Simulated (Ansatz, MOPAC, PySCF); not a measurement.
Dimer: H2O (SMILES O) (first 3 atoms) with CHN (SMILES C#N); geometry from B3LYP-D3(BJ)/def2-TZVP, rigid monomers moved along the line of their centres of mass till O1···H6 is 3.62 Å.
(charge 0, multiplicity 1):
```xyz
6

O     -0.0834    -0.0777    -0.1033
H      0.7091    -0.2325    -0.6277
H     -0.8282    -0.2309    -0.6938
C     -0.2873    -0.3521     4.5773
N     -0.3363    -0.4389     5.7200
H     -0.2413    -0.2739     3.5040
```

Monomers are frozen at their geometry in the pair; levels with a basis set take the counterpoise correction. Rows marked so take none.

Frozen-core correlation. CBS: X⁻³ extrapolation of the correlation energy, Hartree–Fock from the larger set. Rows in 3-21G, 6-311+G**, 6-31G*, STO-3G carry no dispersion term and start afresh at each structure (6-31G* with six Cartesian d functions). MP2/6-31G* freezes PySCF's default core. The state that PM7 reach isn't checked; PM7 holds dispersion and hydrogen-bond terms.

Run with Ansatz (Gaussian orbitals); MOPAC for PM7 (differences of heats of formation); PySCF for 3-21G rows, 6-311+G** rows, 6-31G* rows, STO-3G rows, the dispersion terms. Values without a source in brackets are computed.

Other levels give for the interaction energy: PBE/def2-TZVPPD -69.5; B3LYP/def2-TZVPPD -68.1; B3LYP-D3(BJ)/def2-TZVPPD -73.1; wB97M-V/def2-TZVPPD -75.2; CCSD(T)/CBS(aug-cc-pVDZ, aug-cc-pVTZ) -73.8 meV.

**Question.** What do these common cheap choices give for the same quantity: PM7, HF/STO-3G (no counterpoise), HF/3-21G (no counterpoise), HF/6-31G*, HF/6-31G* (no counterpoise), B3LYP/6-31G*, B3LYP/6-311+G** (no counterpoise), MP2/6-31G*?

**Answer.** PM7 -55.4; HF/STO-3G (no counterpoise) -46.9; HF/3-21G (no counterpoise) -96.6; HF/6-31G* -87.9; HF/6-31G* (no counterpoise) -95.7; B3LYP/6-31G* -75.2; B3LYP/6-311+G** (no counterpoise) -81.3; MP2/6-31G* -81.1 meV. They span -96.6 to -46.9 meV.

Ansatz is a first-principles code.
